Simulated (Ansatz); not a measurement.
`OC/C(O)=N\[SiH3]` and `C/C(O)=N\[SiH3]` differ in one atom or group.

Ansatz, PBE0-D4/def2-TZVP geometries, multiplicity 1. Each molecule was computed in one conformer, which needn't be the lowest.

```csv
property,`OC/C(O)=N\[SiH3]`
LUMO energy (PBE0/def2-TZVPP) / eV,-0.27
HOMO energy (PBE/def2-TZVPP) / eV,-6.00
HOMO energy (B3LYP/def2-TZVPP) / eV,-7.17
HOMO–LUMO gap (PBE/def2-TZVPP) / eV,4.71
size of the dipole moment (PBE/def2-TZVPP) / D,1.84
HOMO energy (PBE0/def2-TZVPP) / eV,-7.38
```

(1) What does the change do to each property? (Best estimate.)

Answers

(1) The calculation gave: 
| property | `C/C(O)=N\[SiH3]` | shift |
| --- | --- | --- |
| LUMO energy (PBE0/def2-TZVPP) / eV | 0.03 | 0.30 |
| HOMO energy (PBE/def2-TZVPP) / eV | -6.04 | -0.04 |
| HOMO energy (B3LYP/def2-TZVPP) / eV | -7.21 | -0.04 |
| HOMO–LUMO gap (PBE/def2-TZVPP) / eV | 5.00 | 0.29 |
| size of the dipole moment (PBE/def2-TZVPP) / D | 1.19 | -0.65 |
| HOMO energy (PBE0/def2-TZVPP) / eV | -7.43 | -0.05 |

With PBE0 the HOMO falls by 0.05 eV and the LUMO rises by 0.30 eV, so the gap widens by about 0.35 eV. PBE moves the HOMO by -0.04 eV and ωB97M-V by -0.07 eV. Dipoles are sizes alone; their direction can turn.

B3LYP here is the variant with VWN-RPA as its local correlation; programs differ in this.
